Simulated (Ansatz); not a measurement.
Species: sum formula H₄BSiO₃, charge -1, multiplicity 1. It need not be the lowest isomer of its formula. Whether it binds its extra electron was not tested at this geometry. 
Geometry from a B3LYP-D3(BJ)/def2-TZVP (Ansatz, an electronic-structure program) optimisation:
```xyz
9

O     -0.4858    -0.0332     1.0761
B     -0.7923    -0.1956    -0.2161
O     -2.0403    -0.5184    -0.7610
O      0.3248     0.0006    -1.0212
Si     1.3177     0.3251     0.3555
H     -2.6556    -0.6057    -0.0272
H      2.5916     0.5550    -0.4765
H      1.3168     1.6612     1.0409
H      1.8706    -0.7746     1.2157
```
Charge -1, spin multiplicity 1.

Total electronic energies in hartree. Valence correlation only, unless marked. No spin-orbit coupling. No relativistic terms. CBS(X,Y): correlation extrapolated as X^-3; Hartree-Fock from the larger set. [CCSD(T)-MP2]/basis is that difference in the basis named.

| level | program | energy (Eh) |
|---|---|---|
| HF/6-31G* | Ansatz | -540.71104 |
| HF/aug-cc-pV(T+d)Z | Ansatz | -540.86966 |
| BHLYP-D3(BJ)/def2-TZVPD | Ansatz + dftd3 | -542.66387 |
| HSE06-D3(BJ)/def2-TZVPD | Ansatz + dftd3 | -542.36320 |
| B2GP-PLYP-D4/def2-TZVPD | Ansatz + dftd4 | -542.40768 |
| MP2/aug-cc-pV(D+d)Z | Ansatz | -541.59252 |
| MP2/cc-pV(T+d)Z | Ansatz | -541.82158 |
| MP2/CBS(aug-cc-pV(T+d)Z,aug-cc-pV(Q+d)Z) | Ansatz | -541.9822 |
| RI-MP2/aug-cc-pV(Q+d)Z | Ansatz | -541.93477 |
| RI-MP2/cc-pV(Q+d)Z | Ansatz | -541.92219 |
| RI-MP2/CBS(aug-cc-pV(T+d)Z,aug-cc-pV(Q+d)Z) | Ansatz | -541.9818 |
| SCS-MP2/aug-cc-pV(T+d)Z | Ansatz | -541.83620 |
| CCSD(T)/aug-cc-pV(T+d)Z | Ansatz | -541.90716 |
| RI-MP2/CBS(aug-cc-pV(T+d)Z,aug-cc-pV(Q+d)Z)+[CCSD(T)-MP2]/aug-cc-pV(D+d)Z | Ansatz | -542.0359 |
| CCSD(T)/CBS(aug-cc-pV(T+d)Z,aug-cc-pV(Q+d)Z) | Ansatz | -542.0283 |

Totals of different functionals don't rank their quality; only differences between species are comparable.
